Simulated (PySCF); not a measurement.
# Reading the logs of faulty runs: C2GeH10Si

All numbers below are calculated, not measured. The program is PySCF 2.14.0, an open-source quantum chemistry code, run on an isolated molecule that a program drew, which may never have been made. The molecule is C2GeH10Si (charge 0, singlet), drawn as the SMILES string `C[SiH2][GeH2][CH3]`.

Each row is a Hartree-Fock (HF) and frozen-core CCSD(T) single point in the cc-pV(D+d)Z basis, meant for a local HF minimum. Run 1 is clean. Each other run has one planted mistake out of seven kinds, and not every kind appears here: one electron removed, one electron added, multiplicity raised by two, geometry at a saddle point, minimal basis STO-3G, one bond length entered in bohr, all coordinates scaled. The reference is restricted for singlets and unrestricted otherwise, and also for a bond in bohr. Adding or removing an electron swaps singlet and doublet. Electrons count all cores. HOMO and LUMO are orbital energies over both spins, the gradient is its largest component, and the lowest frequency (negative if imaginary) is given only where the gradient is small. Bond lengths are over the 13 bonds as drawn. T1 is the CCSD diagnostic: over 0.02 (restricted) or 0.045 (unrestricted) a single reference is doubtful. Germanium has the cc-pVDZ-PP basis, with a core potential (ECP10MDF) in place of its 10 inner electrons, and its 3s, 3p and 3d shells are frozen in CCSD(T).

Geometry of the clean run:
```xyz
14
C2GeH10Si, angstrom
C    -1.1823    0.9728   -2.5025
Si   -1.9471    0.3216   -0.9034
Ge   -0.2816   -0.1386    0.7755
C     1.0001   -1.5227    0.2032
H    -0.6376    1.9037   -2.3239
H    -0.4837    0.2470   -2.9274
H    -1.9572    1.1712   -3.2476
H    -2.9113    1.3164   -0.3673
H    -2.7006   -0.9285   -1.1851
H    -0.9671   -0.5988    2.0740
H     0.4947    1.1504    1.1042
H     0.4798   -2.4590   -0.0084
H     1.7359   -1.7040    0.9889
H     1.5280   -1.2065   -0.6989
```

```
run  electrons  basis functions  <S^2>  HOMO (eV)  LUMO (eV)  gradient (hartree/bohr)  lowest frequency (cm^-1)  mean bond (Å)  longest bond (Å)      T1  HF (hartree)  CCSD(T) (hartree)                          mistake
  1         68              124  0.000     -10.12       3.69                  1.2e-05                        45         1.4519             2.409  0.0097    -663.88403         -664.47121                         no fault
  2         67              124  0.758     -16.65      -7.82                  7.1e-02                         -         1.4519             2.409  0.0133    -663.55461         -664.12189             one electron removed
  3         68              124  0.000     -10.19       3.87                  2.3e-02                         -         1.4069             2.334  0.0095    -663.87183         -664.45424           all coordinates scaled
  4         69              124  0.757       2.85       8.27                  3.3e-02                         -         1.4519             2.409  0.0148    -663.76263         -664.37662               one electron added
  5         68              124  0.967      -8.72       1.32                  5.6e-03                         -         1.6168             4.553  0.0117    -663.79872         -664.36198  one bond length entered in bohr
  6         68              124  2.012      -3.11      -1.84                  2.9e-02                         -         1.4519             2.409  0.0173    -663.64285         -664.22823                                ?
```

**Which mistake was planted in run 6, and what did it cost?**

Electrons, basis and geometry are unchanged, and <S^2> is 2.012, beside S(S+1) = 2.00 for a multiplicity of 3. So the mistake is: multiplicity raised by two. Subtracting run 1 and multiplying by 627.51 kcal/mol a hartree, the energy moved by 151.3 kcal/mol in HF and 152.5 kcal/mol in CCSD(T).

Cautions from the logs. Run 4: the HOMO is above zero, so the electron isn't bound and the energy depends on the basis.
